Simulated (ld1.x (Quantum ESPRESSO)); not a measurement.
Transferability test, PAW potential for Si (Z = 14)

```
Element                 : Si
Generator               : ld1.x (Quantum ESPRESSO) 7.5
Type                    : PAW
Functional              : PBEsol
Relativity              : non-relativistic
Frozen core             : [He]
Valence charge          : 12
Reference configuration : 2s2 2p6 3s2 3p2
Partial waves           : 2s (bound): rcut 0.80, rcutus 0.90 bohr; 3s (bound): rcut 0.80, rcutus 0.90 bohr; 2p (bound): rcut 0.80, rcutus 1.00 bohr; 3p (bound): rcut 0.80, rcutus 1.00 bohr; 3d channel at 0.05 Ry: rcut 0.75, rcutus 0.95 bohr
Local potential         : all-electron potential smoothed inside 0.70 bohr (lloc = -2)
Core correction         : Bessel-smoothed model core, default radius (core density twice the valence density)
Augmentation charge     : GAUSS, radius 0.65 bohr
```

Energies are relative to the spin-unpolarised reference configuration 2s2 2p6 3s2 3p2; without spin polarisation the order of configurations can differ from experiment.

```json
{"valence configuration": "2s2 2p6 3s2 3p0", "charge": "+2", "ΔE all-electron (eV)": "23.699", "error AE − PS (meV)": "0.0"}
{"valence configuration": "2s2 2p6 3s1 3p0", "charge": "+3", "ΔE all-electron (eV)": "57.528", "error AE − PS (meV)": "0.0"}
{"valence configuration": "2s2 2p6 3s0 3p4", "charge": "0", "ΔE all-electron (eV)": "13.622", "error AE − PS (meV)": "+0.7"}
{"valence configuration": "2s2 2p6 3s0 3p0", "charge": "+4", "ΔE all-electron (eV)": "102.234", "error AE − PS (meV)": "-1.4"}
{"valence configuration": "2s2 2p6 3s1 3p2", "charge": "+1", "ΔE all-electron (eV)": "15.070", "error AE − PS (meV)": "+0.3"}
{"valence configuration": "2s2 2p5 3s2 3p2", "charge": "+1", "ΔE all-electron (eV)": "109.930", "error AE − PS (meV)": "+81"}
```

**Question.** What are ΔE and the potential's error for 2s2 2p6 3s2 3p1?

**Answer.** ΔE = 7.724 eV all-electron; the error (AE − PS) is +0.1 meV.

Levels in the configuration 2s2 2p6 3s2 3p0:

```
level  all-electron (eV)  pseudo (eV)
   2s           -159.763     -159.770
   2p           -116.792     -116.802
   3s            -28.430      -28.430
```
